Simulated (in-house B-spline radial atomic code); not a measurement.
## RPA and G0W0 on SCAN: Cr II (Cr+)

Configuration [Ar] 3d5, highest spin, mean-field start SCAN. Computed with an all-electron radial atomic-structure program (B-spline basis): all electrons, non-relativistic, point nucleus, each spin shell either full or empty, empty states to l = 9 with an (l + 1/2)⁻⁴ tail; G0W0 by contour deformation at full frequency.

Command:
```bash
python run_gw.py task.json out
```
Settings (radii: box in bohr, nucleus in fm):
```
Z                        24
electrons                23
configuration            [Ar] 3d5
hamiltonian              nr
method                   scan,scan
lmax                     9
spin_polarised           True
box_radius               23.78
intervals                52
```

Cost of the run: 3.4 s on 1 thread of Arm Neoverse N1, on a shared host.

Energies (hartree):

```json
{"term": "mean-field total", "value": "-1044.29425"}
{"term": "Hartree-Fock functional on these orbitals", "value": "-1043.12663"}
{"term": "direct second order", "value": "-1.8197"}
{"term": "second-order exchange", "value": "0.60412"}
{"term": "SOSEX correction", "value": "0.53757"}
```

(1) What is the RPA correlation energy, and what remains with SOSEX?

Quasi-particle levels (eV):

```
level  occupied  mean field  Σx - vxc     Σc  QP weight    G0W0
3d up       yes     -11.090     -7.05      ?          ?       ?
4s up        no     -10.001      4.53  -1.46      0.917  -6.932
```

G0W0 = mean field + (Σx - vxc) + Σc, with Σc (partial-wave tail included) taken at the quasi-particle energy. Only the outer levels were computed. Levels of low weight are left out.

(2) Where does G0W0 put 3d up?

## Answers

(1) RPA gives -1.5292 hartree (-1.81 eV per electron); RPA + SOSEX gives -0.99163, and the second-order doubles -1.2156 hartree (no singles). RPA lacks exchange-type terms and so overcorrelates at short range.

(2) At -15.986 eV, with Σc = 2.15 eV and a quasi-particle weight of 0.747. The tabulated removal energy is 16.486 eV (NIST, measured); the calculation leaves out relativity, Breit and QED terms, and what these don't explain is the method's own error.
